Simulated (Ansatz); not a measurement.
Cost and result for the atomization energy of `[Cl][Sn][Br]` (3 atoms, 2 bonds).

Bond lengths: Cl1–Sn2 2.363 Å, Sn2–Br3 2.518 Å. Angles: Cl1–Sn2–Br3 98.8°.

Total charge 0; spin multiplicity 1. Correlated methods include outer-core shells of Br, Sn, which these sets cover unevenly. Scalar relativity is left out up to krypton. Sn: def2 effective core potential. All single points use the PBE0-D4/def2-TZVP geometry. Program: Ansatz. All runs use 4 threads of an Arm Neoverse V1 on a shared host. Times are those of one run each, without the atoms' runs, and a repeat can differ threefold. Electronic energies, without spin–orbit coupling; frozen cores. CCSD(T)/CBS adds CCSD(T) − MP2 in def2-TZVPP to the MP2 limit, and its time is that of the two runs behind it. T1 = 0.012. With those shells the extrapolation isn't a true limit.

CCSD(T)/CBS is a level of theory with its own doubt, some kJ/mol a heavy atom from the limit and from the frozen cores, so smaller differences don't rank the functionals.

| level | functions | wall time |
| --- | --- | --- |
| LDA (SPW92)/def2-TZVPP | 140 | 0.6 s |
| PBE-D4/def2-TZVPP (with forces) | 140 | 1.1 s |
| CCSD(T)/def2-SVP | 76 | 1.2 s |
| PBE0-D4/def2-TZVPP | 140 | 1.4 s |
| CAM-B3LYP-D4/def2-TZVPP | 140 | 1.6 s |
| RPA@PBE/def2-TZVPP | 140 | 2.2 s |
| PBE-QIDH/def2-TZVPP | 140 | 2.5 s |
| B2PLYP/def2-TZVPP | 140 | 2.7 s |
| ωB97X-V/def2-TZVPP | 140 | 3.3 s |
| MP2/def2-QZVPP | 241 | 5 s |
| ωB97M-V/def2-TZVPP (with forces) | 140 | 5.5 s |
| CCSD(T)/def2-TZVPP | 140 | 8 s |
| CCSD(T)/CBS(def2) | – | 13 s |

(1) What atomization energy does each give, and how far from CCSD(T)/CBS? (Estimate.)

## Answers

(1) The calculation gave: 
| level | atomization (kcal/mol) | difference from CCSD(T)/CBS | per bond |
| --- | --- | --- | --- |
| LDA (SPW92)/def2-TZVPP | 209.7 | 28.0 | 14.0 |
| PBE-D4/def2-TZVPP (with forces) | 184.8 | 3.1 | 1.6 |
| CCSD(T)/def2-SVP | 153.6 | -28.1 | -14.0 |
| PBE0-D4/def2-TZVPP | 178.0 | -3.7 | -1.8 |
| CAM-B3LYP-D4/def2-TZVPP | 172.9 | -8.8 | -4.4 |
| RPA@PBE/def2-TZVPP | 150.6 | -31.1 | -15.5 |
| PBE-QIDH/def2-TZVPP | 175.0 | -6.7 | -3.3 |
| B2PLYP/def2-TZVPP | 173.0 | -8.7 | -4.3 |
| ωB97X-V/def2-TZVPP | 178.2 | -3.5 | -1.7 |
| MP2/def2-QZVPP | 184.3 | 2.6 | 1.3 |
| ωB97M-V/def2-TZVPP (with forces) | 175.2 | -6.5 | -3.2 |
| CCSD(T)/def2-TZVPP | 168.6 | -13.1 | -6.5 |
| CCSD(T)/CBS(def2) | 181.7 | 0.0 | 0.0 |

In def2-TZVPP, CCSD(T) changes the Hartree–Fock value by +49.6 kcal/mol (the triples alone add +6.0 kcal/mol) and MP2 by +57.6 kcal/mol; breaking electron pairs costs correlation energy, which Hartree–Fock lacks. From r2SCAN to r2SCAN0 (25 % exact exchange), in def2-TZVPP and without D4, the atomization energy moves by −7.0 kcal/mol: exact exchange takes away binding that semilocal exchange gives to molecules. At CCSD(T), def2-SVP lies −28.1 kcal/mol from the extrapolated value and def2-TZVPP −13.1 kcal/mol: correlation converges slowly with the basis, and small sets miss more of it in the bonded molecule than in its fragments.

Spin–orbit coupling would lower the free Sn atoms strongly, and the atomization energy with them, by more than many differences here. For some Ge, Se and Sn compounds the MP2-based and the directly extrapolated limit differ by 10 to 25 kJ/mol.
